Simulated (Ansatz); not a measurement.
C3H8SeSi: where a starting geometry ends

The starting geometry of this gas-phase singlet was optimised with GFN2-xTB; its bonds are those of `[SeH][SiH2]C1CC1`.

| atom | x (Å) | y (Å) | z (Å) |
| --- | --- | --- | --- |
| C | 1.2055 | 0.7202 | -0.1931 |
| C | 1.6099 | 1.0970 | -1.5903 |
| C | 2.6430 | 0.6223 | -0.6267 |
| Se | 0.1298 | -1.2858 | 2.3293 |
| Si | 0.1983 | -0.8428 | 0.0784 |
| H | 1.4370 | -0.7817 | 2.6310 |
| H | 0.8169 | -1.9856 | -0.5943 |
| H | -1.2020 | -0.6822 | -0.3023 |
| H | 0.9752 | 1.5509 | 0.4653 |
| H | 1.3248 | 0.4403 | -2.3985 |
| H | 1.5970 | 2.1424 | -1.8602 |
| H | 3.0687 | -0.3583 | -0.7777 |
| H | 3.3460 | 1.3394 | -0.2287 |

**Question.** Predict what becomes of its bonds when it is optimised with PBE-D3(BJ)/def2-SVP.

**Answer.** It keeps its bonds, and is `[SeH][SiH2]C1CC1`.

The energy falls by 0.19 eV over 12 steps:

```json
{"step": "1", "E − E(last) (eV)": "0.189"}
{"step": "2", "E − E(last) (eV)": "0.059"}
{"step": "3", "E − E(last) (eV)": "0.027"}
{"step": "5", "E − E(last) (eV)": "0.010"}
{"step": "6", "E − E(last) (eV)": "0.004"}
{"step": "7", "E − E(last) (eV)": "0.001"}
{"step": "8", "E − E(last) (eV)": "0.001"}
{"step": "10", "E − E(last) (eV)": "0.000"}
{"step": "11", "E − E(last) (eV)": "0.000"}
{"step": "12", "E − E(last) (eV)": "0.000"}
```

Final geometry (Å):

```xyz
13

C     1.1229    0.8092   -0.2464
C     1.6815    1.0083   -1.6495
C     2.6173    0.7038   -0.5137
Se    0.2102   -1.2640    2.3986
Si    0.1415   -0.7320    0.1556
H     1.6956   -1.3155    2.3985
H     0.6942   -1.8517   -0.6905
H    -1.3281   -0.5747   -0.1216
H     0.7952    1.7230    0.2784
H     1.5045    0.2218   -2.4020
H     1.6669    2.0300   -2.0608
H     3.0879   -0.2936   -0.4830
H     3.2607    1.5116   -0.1311
```

The end wasn't checked by frequencies. Run with Ansatz 0.2.0, 16 s on 4 threads of Arm Neoverse V1, on a shared host.
